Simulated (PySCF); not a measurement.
## Two-component Hartree-Fock for Ba⁴⁷⁺ (barium, charge +47)

Start: [He] 2s2 2p5; 2p1/2 filled at m_j = -1/2, +1/2; 2p3/2 filled at m_j = -1/2, +1/2, +3/2. Calculated with PySCF 2.14 in an uncontracted even-tempered set (17 s from 26 bohr⁻², ratio 2.4; 13 p from 34 bohr⁻², ratio 2.4; 5 d from 120 bohr⁻², ratio 2.6; 4 f from 180 bohr⁻², ratio 2.6): generalised Hartree-Fock with the X2C-1e Hamiltonian and a Gaussian nucleus; one run each with spin-orbit coupling (SO) switched off, then screened by Boettger's factors.

| spinor shell | electrons | ε, spin-free (eV) | ε, screened SO (eV) | weight of nominal j (screened SO) | rms radius, screened SO (bohr) |
| --- | --- | --- | --- | --- | --- |
| 1s1/2 | 2 | -41188.2 | -41179.2 | 1.000 | 0.0292 |
| 2s1/2 | 2 | -9272.0 | -9269.4 | 1.000 | 0.115 |
| 2p1/2 | 2 | -8707.9 | -8985.6 | 0.999 | 0.0990 |
| 2p3/2 | 3 | -8707.9 | -8582.6 | 1.000 | 0.104 |

```csv
quantity,spin-free,screened SO
E (hartree),-5706.18958,-5713.21087
M_J,3/2,3/2
⟨J²⟩,3.750,3.750
⟨L²⟩,2.000,2.007
⟨S²⟩,0.750,0.757
```

Each row is a mean over spinors that exchange with the open shell spreads, by up to 46.153 eV (2s1/2).

Breit and QED terms are absent; they matter most for the inner s and p1/2 levels.

Densities and radii are taken from the X2C orbitals without a picture-change correction, which distorts them close to the nucleus.

Without spin-orbit coupling the j labels of p, d and f shells carry no meaning; the spin-free column gives the mean over the occupied spinors of each nl shell.
